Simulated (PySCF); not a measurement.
CH4Cl2OSi, SMILES C[Si](O)(Cl)Cl. Heavy atoms are numbered as in [CH3:1][Si:2]([OH:3])([Cl:4])[Cl:5]. Hydrogens are named by the atom that carries them.

Geometry optimised at PBE-D3(BJ)/def2-SVP. The values are those of a single conformer.

The numbers are results of PBE/pcSseg-1 (PySCF), not measurements.

GIAO shieldings, no solvent; atoms alike by connectivity are averaged. δ = σ(ref) − σ: ¹³C against TMS (σ = 182.0 ppm); ²⁹Si against TMS (σ = 335.4 ppm); ¹⁷O against H2O (σ = 334.3 ppm); ³⁵Cl against HCl (σ = 936.5 ppm); ¹H against TMS (σ = 31.49 ppm), references at their B3LYP-D3(BJ)/def2-TZVP geometries, non-relativistic (without spin–orbit terms, shifts of atoms bonded to Cl or Br come out too high).

| atoms | nucleus | count | δ (ppm) |
|---|---|---|---|
| C1 (CH3) | ¹³C | 1 | [?] |
| Si2 | ²⁹Si | 1 | [?] |
| O3 (OH) | ¹⁷O | 1 | 113.5 |
| Cl4 | ³⁵Cl | 2 | 148.0 |
| H on O3 | ¹H | 1 | 3.03 |
| H on C1 | ¹H | 3 | [?] |

Problem. What belongs in the gaps? (An estimate is asked for; the answer gives what the named calculation found.)

Solution. 
- Si2, δ (ppm): 20.3
- H on C1, δ (ppm): 1.18
- C1 (CH3), δ (ppm): 9.0
